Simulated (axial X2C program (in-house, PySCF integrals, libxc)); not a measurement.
## Spin–orbit effects down a group: molecules with Rb (ions), PBE0

All values come from calculations with an in-house all-electron X2C program for linear molecules (integrals from PySCF), spin-free (one-electron X2C) or two-component (2c: spin–orbit coupling with atomic mean-field Coulomb and Gaunt terms, which also bring small scalar terms), in Dyall basis sets with cores contracted in-house; open shells are unrestricted.

Basis sets: H dyall-v3z, Li dyall-cv3z, Na dyall-cv3z, Rb dyall-cv3z.

```
molecule   spin-free state  Re (Å)  ωe (cm⁻¹)  De (eV)  2c state  Re 2c (Å)  ωe 2c (cm⁻¹)  De 2c (eV)
    RbH⁺  M_S = 1/2, Λ = 0   3.277      191.2     0.04   Ω = 1/2      3.277         191.2        0.04
   LiRb⁺  M_S = 1/2, Λ = 0   4.028      132.3     0.50   Ω = 1/2      4.028         132.3        0.50
   NaRb⁺  M_S = 1/2, Λ = 0   4.266       72.9     0.51   Ω = 1/2      4.266          72.9        0.51
```

Fragments in 2c: Rb+ + H, Rb+ + Li, Rb+ + Na. Each entry is the lowest single determinant of a limited PBE0 search at one distance. De goes to single-determinant-based atoms at the same level (for ions the charge split of lowest energy) and is withheld (n/a) where an atom does not fit its ground term or J level. Main or longest-lived isotopes.
